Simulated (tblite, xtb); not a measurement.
HClSi, charge -1, doublet, at a GFN2-xTB geometry (a state made from the parent by changing its charge; the spin is typed, not shown lowest). Base run: xtb 6.7.1 with GFN1-xTB.

Here is a job for xtb.
```
$ xtb mol.xyz --gfn 1 --chrg -1 --uhf 1 --json

# file mol.xyz
3

Si     1.01104949    -0.27343022     0.88647386
H      1.94589771    -0.44022613    -0.29605972
Cl    -0.94709357     0.25107349    -0.71262201
```

Programs used: tblite, xtb; a row that names a program was run with it.

Variants of this job, named by their change:

```csv
change,ΔE vs base (kJ/mol),G_solv (kcal/mol),SCF cycles
base,0.00,-,9
gbsa = toluene,-193.0,-46.62,9
alpb = acetonitrile,-223.1,-53.63,9
"program = tblite; method = gfn1; option = (--etemp, 2000)",-1.74,-,-
program = tblite; method = gfn1; option = --grad,0.00,-,-
acc = 0.1,0.00,-,10
```

ALPB and GBSA are two models with their own fitted parameters for each solvent, which aren't always the measured dielectric constant.
